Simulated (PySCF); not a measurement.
Gas-phase XPS of (ClZn-mu-NH2)2, computed

(ClZn-mu-NH2)2 (singlet state).
Bonds: Zn1–Cl2, Zn1–N3, Zn1–N6, N3–Zn4, Zn4–Cl5, Zn4–N6. Hydrogens: H7, H8 on N3; H9, H10 on N6.

Computed with delta-SCF UKS SCAN, pcX-2 on the ionised atom (unc-x2c-TZVPall on a metal), pcseg-1 elsewhere, spin-free X2C in PySCF. Each binding energy is the total energy of the core-ionised species, with the hole localised on one atom, minus that of the ground state; both are solved self-consistently, so orbital relaxation is included.

Problem. What binding energy does each computed site have?

Solution. 
| atom(s) | bonded to | level | binding energy (eV) | 2p1/2 (eV) | count |
| --- | --- | --- | --- | --- | --- |
| Cl2/Cl5 | Zn | Cl 2p3/2 | 204.71 | 206.36 | 2 |
| Cl2/Cl5 | Zn | Cl 1s | 2827.31 | – | 2 |
| N3/N6 | 2 H and 2 Zn | N 1s | 405.33 | – | 2 |

Problem. Which photon energy gives electrons from N 1s of N3/N6 a kinetic energy of 200 eV, and what is their de Broglie wavelength?

Solution. hν = 405.33 + 200 = 605.33 eV, recoil neglected; λ = 12.264 Å/√(E/eV) = 0.87 Å.

Problem. Which effective nuclear charge Zeff reproduces each element's mean 1s value in the hydrogen-like formula E = 13.606 eV × Zeff²?

Solution. N (Z = 7): mean 405.3 eV, Zeff = 5.46, Z − Zeff = 1.54; Cl (Z = 17): mean 2827.3 eV, Zeff = 14.42, Z − Zeff = 2.58. Means run over the listed sites, weighted by atom count.

Atoms equivalent by their bonding share one computed value, that of the first of them. Not every level is listed. Spin–orbit and ligand-field terms were added within each 2p shell after the spin-free SCF. 2p1/2 minus 2p3/2 (ligand field included): Cl 1.65 eV. No level of zinc is listed. Geometry: PBE0-D3(BJ)/def2-SVP; no solvent, vibrations or thermal averaging. Metal 2p energies of this one-determinant scheme are less reliable than its 1s energies.

The run took 37 s of wall time on an Intel Xeon Platinum 8259CL at 2.50 GHz with one thread, shared host, and the process peaked at 0.72 GiB of memory.
